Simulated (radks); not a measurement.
Question: The silicon ion Si2+, [Ne] 3s2. Calculated with a radial shooting solver on a logarithmic mesh with Libxc functionals: non-relativistic Kohn-Sham, LDA (Slater exchange, Perdew-Wang correlation), spin-polarised, spherical densities, point nucleus. Every spin shell is full or empty, so the densities are truly spherical. Functionals are evaluated on that one density, not self-consistently. Rank these orbital-free kinetic functionals by their error against the exact value of the orbitals, and give that value: Thomas-Fermi, von Weizsacker, TF + vW/5, LC94, APBEK, revAPBEK, Perdew 92, Pearson, LKT, Ernzerhof.

Answer: Exact: 286.650 hartree. From best to worst, with 100 (|E| - |E exact|)/|E exact| (equal figures are ties): LC94 +0.14, Ernzerhof +0.16, APBEK +0.27, Perdew 92 -0.52, revAPBEK +0.66, Pearson -1.74, TF + vW/5 +5.10, Thomas-Fermi -7.58, LKT +32.29, von Weizsacker -36.59.
